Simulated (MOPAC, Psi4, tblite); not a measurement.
Interaction energy of CO ··· H3N (SMILES [C-]#[O+] and N), singlet. Monomers: optimised at B3LYP-D3(BJ) (def2-TZVP), held rigid. Orientation: lowest of the rigid-body minima from ten starts at GFN2-xTB (searched outside a hard wall at short contacts). Only R, the distance of the centres of mass, is varied, so the lowest point isn't the relaxed dimer. The shortest distances reach bonding range, where SAPT0 and rigid monomers are unreliable.

Computed with: AM1, restricted, heats of formation (MOPAC); GFN2-xTB (tblite); SCS-MP2/aug-cc-pVTZ = DF-SCS-MP2/aug-cc-pVTZ, frozen core, counterpoise-corrected (Psi4 1.11); CCSD(T)/aug-cc-pVDZ = Psi4 1.11 with DF-CCSD(T)/aug-cc-pVDZ, frozen core, counterpoise-corrected.

Interaction energies in kcal/mol:

| R / Å | AM1 | GFN2-xTB | SCS-MP2/aug-cc-pVTZ |
|---|---|---|---|
| 2.05 | 10.85 | 5.79 | 41.87 |
| 2.23 | 8.24 | -2.60 | 27.78 |
| 2.47 | 4.36 | -5.36 | 15.01 |
| 2.68 | 1.45 | -4.42 | 8.17 |
| 2.90 | -0.14 | -2.81 | 3.98 |
| 3.17 | -0.49 | -1.37 | 1.38 |
| 3.45 | -0.26 | -0.66 | 0.25 |
| 3.95 | -0.05 | -0.25 | -0.23 |
| 4.71 | -0.03 | -0.06 | -0.14 |
| 5.64 | 0.00 | 0.02 | -0.03 |
| 6.95 | 0.01 | 0.03 | 0.00 |

What does CCSD(T)/aug-cc-pVDZ give at the same points?

2.05: 43.74; 2.23: 28.97; 2.47: 15.53; 2.68: 8.29; 2.90: 3.86; 3.17: 1.15; 3.45: 0.02; 3.95: -0.38; 4.71: -0.21; 5.64: -0.07; 6.95: -0.01 (kcal/mol).
